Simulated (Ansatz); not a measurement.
Job for Ansatz (a quantum-chemistry and plane-wave program): R-B3LYP-D3(BJ)/def2-TZVP on C4H4 (SMILES C=C=C=C).

Ansatz 0.2 input:
```yaml
crystal:
  periodic: [false, false, false]
  atoms:
    - {symbol: C, position_ang: [-1.93425044, -0.01843891, -0.13858871]}
    - {symbol: C, position_ang: [-0.62870268, -0.00683918, -0.20271657]}
    - {symbol: C, position_ang: [0.62881571, 0.00409126, -0.26560333]}
    - {symbol: C, position_ang: [1.93427578, 0.01805536, -0.33115181]}
    - {symbol: H, position_ang: [-2.52872888, -0.57982666, -0.84223459]}
    - {symbol: H, position_ang: [-2.46728321, 0.53507426, 0.61854286]}
    - {symbol: H, position_ang: [2.46714493, -0.53330849, -1.08994096]}
    - {symbol: H, position_ang: [2.52872879, 0.58119236, 0.37112201]}
basis:
  gaussian:
    orbitals: def2-TZVP
hamiltonian:
  xc: b3lyp
  dispersion: d3bj
relax: {f_tol: 0.003, max_steps: 120}
scf: {lower_state_search: off}
```

Output:

```
WARN ansatz: RAYON_NUM_THREADS=2 ignored (pool sized by the plan → 2); use --threads N
Functional definition: B3LYP
these checks for a lower state are left out or cut short: stability, starts, cluster_reference, orbital_swaps, neighbouring_geometries, increment
integrals: 0.05 GiB planned
896 factors; their error is unknown
mean field: 0.50 GiB planned
mean field evaluation 1: about -4204.7186 eV, gradient 5.5e1 eV
mean field evaluation 2: about -4204.2306 eV, gradient 5.5e1 eV
mean field evaluation 4: about -4212.1279 eV, gradient 5.3e0 eV
mean field evaluation 8: about -4212.1944 eV, gradient 2.9e-2 eV
mean field evaluation 16: about -4212.1868 eV, gradient 2.6e-4 eV
mean field -4212.18682871 eV, -154.7950108321 hartree, gradient 5.3e-6 eV, S^2 0.000000; 0 other end points of the search recorded, 0 dependent functions left out
the calculation of the forces begins
reference -4212.18707020 eV, -154.7950197067 hartree; 14, 14 occupied and 134, 134 virtual orbitals, 896 factors
relax step   1: F+E_penalty+E_count = -4212.40160109 eV  Δ(F+E_penalty+E_count) = +0.000e0 eV  max|allowed force component| = 1.468e-1 eV/Å  Δτ_max = 0.0000 Å  (17 SCF iters, accepted)
these checks for a lower state are left out or cut short: stability, starts, cluster_reference, orbital_swaps, neighbouring_geometries, increment
integrals: 0.05 GiB planned
896 factors; their error is unknown
mean field: 0.50 GiB planned
mean field -4212.18878065 eV, -154.7950825650 hartree, gradient 1.3e-6 eV, S^2 0.000000; 0 other end points of the search recorded, 0 dependent functions left out
the calculation of the forces begins
reference -4212.18902287 eV, -154.7950914663 hartree; 14, 14 occupied and 134, 134 virtual orbitals, 896 factors
relax step   2: F+E_penalty+E_count = -4212.40310492 eV  Δ(F+E_penalty+E_count) = -1.504e-3 eV  max|allowed force component| = 1.549e-1 eV/Å  Δτ_max = 0.0199 Å  (21 SCF iters, accepted)
these checks for a lower state are left out or cut short: stability, starts, cluster_reference, orbital_swaps, neighbouring_geometries, increment
integrals: 0.05 GiB planned
896 factors; their error is unknown
mean field: 0.50 GiB planned
mean field evaluation 32: about -4212.1913 eV, gradient 6.3e-3 eV
mean field -4212.19128515 eV, -154.7951746034 hartree, gradient 1.4e-6 eV, S^2 0.000000; 0 other end points of the search recorded, 0 dependent functions left out
the calculation of the forces begins
reference -4212.19152736 eV, -154.7951835045 hartree; 14, 14 occupied and 134, 134 virtual orbitals, 896 factors
relax step   3: F+E_penalty+E_count = -4212.40552547 eV  Δ(F+E_penalty+E_count) = -2.421e-3 eV  max|allowed force component| = 1.075e-1 eV/Å  Δτ_max = 0.0196 Å  (21 SCF iters, accepted)
these checks for a lower state are left out or cut short: stability, starts, cluster_reference, orbital_swaps, neighbouring_geometries, increment
integrals: 0.05 GiB planned
896 factors; their error is unknown
mean field: 0.50 GiB planned
mean field -4212.19166644 eV, -154.7951886157 hartree, gradient 1.3e-6 eV, S^2 0.000000; 0 other end points of the search recorded, 0 dependent functions left out
the calculation of the forces begins
reference -4212.19190847 eV, -154.7951975102 hartree; 14, 14 occupied and 134, 134 virtual orbitals, 896 factors
relax step   4: F+E_penalty+E_count = -4212.40592046 eV  Δ(F+E_penalty+E_count) = -3.950e-4 eV  max|allowed force component| = 4.087e-3 eV/Å  Δτ_max = 0.0059 Å  (22 SCF iters, accepted)
these checks for a lower state are left out or cut short: stability, starts, cluster_reference, orbital_swaps, neighbouring_geometries, increment
integrals: 0.05 GiB planned
896 factors; their error is unknown
mean field: 0.50 GiB planned
mean field -4212.19168673 eV, -154.7951893614 hartree, gradient 1.4e-6 eV, S^2 0.000000; 0 other end points of the search recorded, 0 dependent functions left out
the calculation of the forces begins
reference -4212.19192877 eV, -154.7951982560 hartree; 14, 14 occupied and 134, 134 virtual orbitals, 896 factors
relax step   5: F+E_penalty+E_count = -4212.40594095 eV  Δ(F+E_penalty+E_count) = -2.048e-5 eV  max|allowed force component| = 2.259e-3 eV/Å  Δτ_max = 0.0019 Å  (21 SCF iters, accepted)
Total energy: -4212.40618298 eV, -154.8030719530 hartree
Atom 0 at    -1.940893    -0.018010    -0.138768 Å, force    -0.002259     0.000349     0.000403 eV/Å
Atom 1 at    -0.630890    -0.005655    -0.203627 Å, force    -0.000999    -0.001768    -0.000458 eV/Å
Atom 2 at     0.630904     0.005657    -0.266491 Å, force     0.000743     0.001757     0.000378 eV/Å
Atom 3 at     1.940902     0.018015    -0.331382 Å, force     0.001802    -0.000341    -0.000195 eV/Å
Atom 4 at    -2.536192    -0.584632    -0.845955 Å, force     0.000634     0.001156     0.000219 eV/Å
Atom 5 at    -2.474052     0.537934     0.624266 Å, force     0.000715    -0.001006    -0.000397 eV/Å
Atom 6 at     2.474005    -0.537454    -1.094778 Å, force    -0.000323    -0.000315     0.000824 eV/Å
Atom 7 at     2.536217     0.584145     0.376163 Å, force    -0.000314     0.000167    -0.000774 eV/Å
Dipole moment:     0.000001    -0.000003    -0.000003 e Å
Checks for a lower state left out: stability, starts, cluster_reference, orbital_swaps, neighbouring_geometries, increment
```

Self-consistency was reached.

Cost: very roughly 8 core-seconds.
